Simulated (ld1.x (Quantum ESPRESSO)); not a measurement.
**Configuration tests for selenium (Se) (ultrasoft)**

ld1.x (Quantum ESPRESSO) 7.5 input, shortened:

```
&input
   title='Se', zed=34., rel=2, dft='PBE', iswitch=3,
   config='[Ar] 3d10 4s2 4p3', rel_dist='average'
 /
 &inputp
   pseudotype=3, tm=.true., lloc=-1, rcloc=0.70,
   nlcc=.true., rcore=0.50
 /
6
4S  1  0   2.00   0.00  1.15  1.35  0.0
4S  1  0   0.00  -1.00  1.15  1.35  0.0
4P  2  1   3.00   0.00  1.50  1.80  0.0
4P  2  1   0.00  -0.45  1.50  1.80  0.0
3D  3  2  10.00   0.00  0.50  0.60  0.0
3D  3  2   0.00  -0.85  0.50  0.60  0.0
 &test
   configts(1)='3d10 4s2 4p3'
 /
```

Open shells are filled in proportion to 2j + 1 (rel_dist='average').

Energies are relative to the spin-unpolarised reference configuration 3d10 4s2 4p3; without spin polarisation the order of configurations can differ from experiment.

| valence configuration | charge | ΔE all-electron (eV) | error AE − PS (meV) |
| --- | --- | --- | --- |
| 3d10 4s2 4p4 | 0 | -10.849 | +0.1 |
| 3d10 4s2 4p2 | +2 | 20.353 | 0.0 |
| 3d10 4s2 4p1 | +3 | 51.227 | -0.1 |
| 3d10 4s2 4p0 | +4 | 93.418 | -0.2 |
| 3d10 4s2 4p3.5 | +0.5 | -6.538 | 0.0 |
| 3d10 4s1 4p4 | +1 | 11.530 | -3.1 |

Task: What are ΔE and the potential's error for 3d9 4s2 4p4?

Result: ΔE = 53.232 eV all-electron; the error (AE − PS) is -912 meV.

Note: ghost states, extra bound levels that the all-electron valence spectrum of the same l lacks: s at -407.2 eV, p3/2 at -71.1 eV, p1/2 at -61.6 eV. A true bound ghost makes a file unfit for plane-wave use.
